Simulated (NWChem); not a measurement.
System: SiBiH3F2; SMILES [F][Bi]([F])[SiH3]

Output (shortened):

```
             Northwest Computational Chemistry Package (NWChem) 7.3.0
             --------------------------------------------------------

                             Geometry "geometry" -> ""
                             -------------------------

 Output coordinates in angstroms (scale by  1.889725989 to convert to a.u.)

  No.       Tag          Charge          X              Y              Z
 ---- ---------------- ---------- -------------- -------------- --------------
    1 Bi                  83.0000    -0.04845700     0.42998300     0.18640300
    2 F                    9.0000     1.56513700     0.51740500    -1.05749000
    3 F                    9.0000    -1.47655500     0.48623100    -1.26823000
    4 Si                  14.0000    -0.01153900    -2.26486500     0.04300200
    5 H                    1.0000    -1.26838800    -2.82581400     0.62906400
    6 H                    1.0000     1.16099700    -2.80212500     0.80090300
    7 H                    1.0000     0.09401200    -2.62609000    -1.39909500

 Effective nuclear repulsion energy (a.u.)     729.5920576298

                                 NWChem DFT Module
                                 -----------------

 Summary of "ao basis" -> "ao basis" (spherical)
 ------------------------------------------------------------------------------
       Tag                 Description            Shells   Functions and Types
 ---------------- ------------------------------  ------  ---------------------
 Bi                        def2-svpd                12       32   5s4p3d
 F                         def2-svpd                 9       23   4s3p2d
 Si                        def2-svpd                10       24   5s3p2d
 H                         def2-svpd                 4        8   2s2p

            General Information
            -------------------
          SCF calculation type: DFT
          Wavefunction type:  closed shell.
          No. of atoms     :     7
          No. of electrons :    58
           Alpha electrons :    29
            Beta electrons :    29
          Charge           :     0
          Spin multiplicity:     1
          Use of symmetry is: off; symmetry adaption is: off
          Maximum number of iterations: 150
          AO basis - number of functions:   126
                     number of shells:    52
          Convergence on energy requested:  1.00D-06
          Convergence on density requested:  1.00D-05
          Convergence on gradient requested:  5.00D-04

              XC Information
              --------------
                         PBE0 Method XC Functional
                     Hartree-Fock (Exact) Exchange  0.250
          PerdewBurkeErnzerhof Exchange Functional  0.750
            Perdew 1991 LDA Correlation Functional  1.000 local
           PerdewBurkeErnz. Correlation Functional  1.000 non-local

             Grid Information
             ----------------
          Grid used for XC integration:  medium
          Radial quadrature: Mura-Knowles
          Angular quadrature: Lebedev.
          Tag              B.-S. Rad. Rad. Pts. Rad. Cut. Ang. Pts.
          ---              ---------- --------- --------- ---------
          Bi                  1.60      123          11.0       590
          F                   0.50       49          12.0       434
          Si                  1.10       88          12.0       590
          H                   0.35       45          13.0       434
          Grid pruning is: on
          Number of quadrature shells:   444
          Spatial weights used:  Erf1

      Superposition of Atomic Density Guess
      -------------------------------------

 Sum of atomic energies:        -734.24968296

      Non-variational initial energy
      ------------------------------

 Total energy =    -702.495092
 1-e energy   =   -1566.261988
 2-e energy   =     606.459154
 HOMO         =      -0.247897
 LUMO         =      -0.035522

   convergence    iter        energy       DeltaE   RMS-Dens  Diis-err
 ---------------- ----- ----------------- --------- --------- ---------
 d= 0,ls=0.0,diis     1   -704.9575501597 -9.62D+02  2.02D-02  1.17D+00
 d= 0,ls=0.0,diis     2   -704.4259154175  5.32D-01  1.12D-02  7.07D+00
 d= 0,ls=0.0,diis     3   -705.1083348974 -6.82D-01  1.47D-03  7.80D-03
 d= 0,ls=0.0,diis     4   -705.1091545063 -8.20D-04  5.61D-04  2.53D-03
 d= 0,ls=0.0,diis     5   -705.1094507674 -2.96D-04  4.72D-05  1.13D-05
  Resetting Diis
 d= 0,ls=0.0,diis     6   -705.1094522665 -1.50D-06  1.89D-05  1.57D-06
 d= 0,ls=0.0,diis     7   -705.1094525803 -3.14D-07  7.64D-06  1.52D-07

         Total DFT energy =     -705.109452580273
      One electron energy =    -1568.221173548358
           Coulomb energy =      665.585191535924
    Exchange-Corr. energy =      -59.781212301605
 Nuclear repulsion energy =      257.307741733765

 Numeric. integr. density =       58.000017196922

                       DFT Final Molecular Orbital Analysis
                       ------------------------------------

 Vector   27  Occ=2.000000D+00  E=-3.755715D-01
              MO Center= -3.6D-02, -2.4D+00,  4.0D-01, r^2= 2.9D+00
   Bfn.  Coefficient  Atom+Function         Bfn.  Coefficient  Atom+Function
  ----- ------------  ---------------      ----- ------------  ---------------
    90      0.325434  4 Si px               103     -0.316226  5 H  s
   111      0.315909  6 H  s                 87      0.285576  4 Si px
    84     -0.164938  4 Si px                38     -0.110214  2 F  py
    61      0.110535  3 F  py                41      0.076096  2 F  py
    64     -0.076278  3 F  py               104     -0.069962  5 H  s

 Vector   28  Occ=2.000000D+00  E=-3.730332D-01
              MO Center=  2.4D-02, -2.0D+00, -4.8D-01, r^2= 3.8D+00
   Bfn.  Coefficient  Atom+Function         Bfn.  Coefficient  Atom+Function
  ----- ------------  ---------------      ----- ------------  ---------------
   119      0.338042  7 H  s                 92     -0.305863  4 Si pz
    89     -0.269064  4 Si pz               111     -0.178782  6 H  s
     4      0.177452  1 Bi s                103     -0.178268  5 H  s
    86      0.154904  4 Si pz                62      0.137405  3 F  pz
     3      0.127781  1 Bi s                 39      0.125594  2 F  pz

 Vector   29  Occ=2.000000D+00  E=-2.784512D-01
              MO Center= -3.2D-02, -5.2D-01,  8.0D-02, r^2= 4.2D+00
   Bfn.  Coefficient  Atom+Function         Bfn.  Coefficient  Atom+Function
  ----- ------------  ---------------      ----- ------------  ---------------
    13      0.421874  1 Bi py                91     -0.326503  4 Si py
    82     -0.296862  4 Si s                 88     -0.268377  4 Si py
    16      0.227505  1 Bi py                 3      0.210343  1 Bi s
     7     -0.204340  1 Bi py                38      0.175925  2 F  py
    61      0.176202  3 F  py                 4      0.163371  1 Bi s

 Vector   30  Occ=0.000000D+00  E=-7.361206D-02
              MO Center= -6.1D-02,  1.9D-01,  4.0D-01, r^2= 4.2D+00
   Bfn.  Coefficient  Atom+Function         Bfn.  Coefficient  Atom+Function
  ----- ------------  ---------------      ----- ------------  ---------------
    15      0.681520  1 Bi px                12      0.522323  1 Bi px
     6     -0.237026  1 Bi px                90      0.218902  4 Si px
    62     -0.185461  3 F  pz               104      0.181725  5 H  s
   112     -0.181391  6 H  s                 39      0.177254  2 F  pz
    31     -0.173164  1 Bi d  1              65      0.158173  3 F  pz

 Vector   31  Occ=0.000000D+00  E=-7.317333D-02
              MO Center= -5.4D-02,  1.3D-01,  3.0D-01, r^2= 4.5D+00
   Bfn.  Coefficient  Atom+Function         Bfn.  Coefficient  Atom+Function
  ----- ------------  ---------------      ----- ------------  ---------------
    17      0.625113  1 Bi pz                 4     -0.526710  1 Bi s
    14      0.447091  1 Bi pz                82     -0.260317  4 Si s
     3     -0.231531  1 Bi s                 83      0.230573  4 Si s
     8     -0.205270  1 Bi pz               120      0.205718  7 H  s
    37      0.189755  2 F  px                92      0.190251  4 Si pz

 Vector   32  Occ=0.000000D+00  E=-3.175257D-02
              MO Center= -5.3D-02, -5.5D-01,  4.0D-01, r^2= 8.2D+00
   Bfn.  Coefficient  Atom+Function         Bfn.  Coefficient  Atom+Function
  ----- ------------  ---------------      ----- ------------  ---------------
    82      1.148327  4 Si s                  5      1.132822  1 Bi s
    83     -1.026479  4 Si s                  4     -0.659790  1 Bi s
     3     -0.407403  1 Bi s                 13      0.381559  1 Bi py
    16      0.243795  1 Bi py                 1      0.232868  1 Bi s
    81      0.232293  4 Si s                 88      0.227778  4 Si py

     Multipole analysis of the density
     ---------------------------------

     L   x y z        total         alpha         beta         nuclear
     -   - - -        -----         -----         ----         -------
     0   0 0 0      0.000000    -29.000000    -29.000000     58.000000

     1   1 0 0     -0.117201      0.406459      0.406459     -0.930119
     1   0 1 0     -0.193588     19.782940     19.782940    -39.759468
     1   0 0 1      1.722845     15.989918     15.989918    -30.256991

     2   2 0 0    -44.651793   -102.121769   -102.121769    159.591746
     2   1 1 0     -0.179492     -1.513728     -1.513728      2.847963
     2   1 0 1     -0.317080     -3.271033     -3.271033      6.224985
     2   0 2 0    -38.890537   -203.957853   -203.957853    369.025169
     2   0 1 1      1.901288     19.416597     19.416597    -36.931905
     2   0 0 2    -41.856508    -71.565792    -71.565792    101.275077

 *** CALLING NEW AORESP DRIVER FOR CLOSED AND OPEN SHELLS ***
 Entering AOResponse driver routine

--------------------------------------------------------------------------------

          -----------------------------------------------
          Solving response equations for perturbing field
          -----------------------------------------------

 number of frequencies:     1
 frequency in a.u.:  0.0000000E+00
 Perturbing field: electric
 Using El. Dipole Length Gauge

 Setting up CPKS with frequency omega =      0.00000000 a.u.

 STATIC response

                                NWChem CPHF Module
                                ------------------

  scftype          =     RHF
  nclosed          =       29
  nopen            =        0
  variables        =     2813
  # of vectors     =        3
  tolerance        = 0.10D-03
  level shift      = 0.00D+00
  max iterations   =       50
  max subspace     =       30

 SCF residual:    6.3422334427196624E-004

Iterative solution of linear equations
  No. of variables     2813
  No. of equations        3
  Maximum subspace       30
        Iterations       50
       Convergence  1.0D-04

   iter   nsub   residual    time
   ----  ------  --------  ---------
     1      3    4.60D+00      37.3
     2      6    3.15D+00      47.0
     3      9    8.18D-01      60.4
     4     12    4.75D-02      73.4
     5     15    8.88D-03      84.7
     6     18    1.27D-03      95.6
     7     21    1.83D-04     107.8
     8     24    3.06D-05     118.2

 Electric Dipole Response Matrix (nonzero elements):

              1        2        3
    1   66.4218  -0.3905   0.1692
    2   -0.3905 102.6374   0.4125
    3    0.1692   0.4125  63.9276

 ------------------------------------------
 average:        77.66224 + I       0.00000

 DFT Linear Response polarizability / au
 Frequency  =       0.0000000 / au
              X              Y              Z
 -----------------------------------------------
 X      66.4217806     -0.3904514      0.1692438
 Y      -0.3904529    102.6373956      0.4125162
 Z       0.1692440      0.4124956     63.9275574
 -----------------------------------------------
 Eigenvalues =      66.4296052    102.6459606     63.9111678
 Isotropic   =      77.6622445
 Anisotropic =      37.5389870
 -----------------------------------------------

 Magnetic Dipole Response Matrix (nonzero elements):

 Exiting AOResponse driver routine
```

Level: PBE0/def2-SVPD with def2 effective core potentials on Bi. Structure relaxed at the PBE0/def2-SVP level. No frequency run checked for a minimum. def2 effective core potentials on Bi; no spin-orbit coupling.

Write an input that gives this output.

This is not unique; one that fits is the input that was run:
```
start job
memory heap 200 mb stack 900 mb global 1100 mb
geometry units angstroms noautosym nocenter noautoz
  Bi    -0.048457     0.429983     0.186403
  F      1.565137     0.517405    -1.057490
  F     -1.476555     0.486231    -1.268230
  Si    -0.011539    -2.264865     0.043002
  H     -1.268388    -2.825814     0.629064
  H      1.160997    -2.802125     0.800903
  H      0.094012    -2.626090    -1.399095
end
basis spherical
  * library def2-svpd
end
ecp
  Bi library def2-ecp
end
dft
  xc pbe0
  iterations 150
end
property
  response 1 0.0
end
task dft property
```
